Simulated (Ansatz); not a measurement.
**Worked example: vertical energy of the quintet above the septet of MnH (SMILES [H][Mn])**

MnH has 2 atoms, charge 0, and is taken as a septet. As SMILES, `[H][Mn]`. Geometry: a GFN2-xTB relaxation, a rough one for these elements and not checked as a minimum.

```xyz
2

Mn    0.0003    0.0059   -0.8120
H    -0.0003   -0.0059    0.8120
```

Both states at this one shape; open shells run unrestricted unless said. 1 Eh = 27.2114 eV.

| level | program | septet MnH (Eh) | quintet MnH (Eh) |
| --- | --- | --- | --- |
| U-r2SCAN/STO-3G | Ansatz | -1139.158096 | -1139.203969 |
| UBCCD(T)/STO-3G, 5 core orbitals frozen | Ansatz | -1138.251997 | -1138.308789 |
| UCCSDTQ/STO-3G, 5 core orbitals frozen | Ansatz | -1138.252472 | -1138.309682 |

Problem. Work out the vertical gap, second state less first, at each level.

Solution. 
1. U-r2SCAN/STO-3G: -1139.203969 − (-1139.158096) = -0.045873 Eh = -1.25 eV.
2. UBCCD(T)/STO-3G: -1138.308789 − (-1138.251997) = -0.056792 Eh = -1.55 eV.
3. UCCSDTQ/STO-3G: -1138.309682 − (-1138.252472) = -0.057210 Eh = -1.56 eV.

No measured value is set beside it here; the levels span -1.56 to -1.25 eV. Minimal sets are far from the basis-set limit. The second state is spin-contaminated at U-r2SCAN/STO-3G (⟨S²⟩ = 6.26). The second state is spin-contaminated at UBCCD(T)/STO-3G (⟨S²⟩ = 6.24). The second state is spin-contaminated at UCCSDTQ/STO-3G (⟨S²⟩ = 6.24).
